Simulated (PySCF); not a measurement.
B3LYP has the VWN-RPA correlation part, as in Gaussian. 

```xyz
7

C     -0.8157    -0.0493    -0.0413
Si     1.0225     0.0919    -0.3822
H     -1.0016    -0.1352     1.0336
H     -1.3473     0.8304    -0.4091
H     -1.2344    -0.9310    -0.5303
H      1.7652    -1.1147     0.0806
H      1.6099     1.3084     0.2478
```

Charge 0, multiplicity 2.

Problem. Give the Mulliken and meta-Löwdin atomic charges from PySCF with B3LYP-D3(BJ)/def2-TZVP // PBE0-D4/def2-TZVP.

Solution. 
```
atom  Mulliken (e)  meta-Löwdin (e)
----  ------------  ---------------
C1           -0.44            -0.57
Si2           0.15             0.37
H3            0.13             0.13
H4            0.13             0.13
H5            0.13             0.13
H6           -0.04            -0.09
H7           -0.04            -0.09
```
